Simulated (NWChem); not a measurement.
System: GaH$_{3}$S$_{2}$; SMILES [SH][GaH][SH]

```xyz
6

Ga     0.0000     0.0000    -0.5620
H      0.0000     0.0000    -2.1208
S     -1.8448     0.0000     0.6383
H     -2.6572     0.0000    -0.4417
S      1.8448     0.0000     0.6383
H      2.6572     0.0000    -0.4417
```
Atoms are numbered in this order, from 1.

All runs: NWChem. The geometry was optimised at PBE0/def2-SVP. Total energies compare along this basis series because the functional is fixed.

```
level             basis functions  energy (Ha)  highest occupied level (eV)  orbital gap (eV)  dipole (D)
----------------  ---------------  -----------  ---------------------------  ----------------  ----------
TPSS/pcseg-1                   78   -2722.9070                        -6.49              4.61        2.32
TPSS/aug-pcseg-1              117   -2722.9123                        -6.47              4.58        1.99
TPSS/pcseg-2                  153   -2723.2352                        -6.46              4.62         ___
TPSS/def2-SVP                  83   -2722.6608                        -6.30              4.64        2.13
```

### Question
Complete the blanks.

### Answer

- TPSS/pcseg-2, dipole (D): 2.05
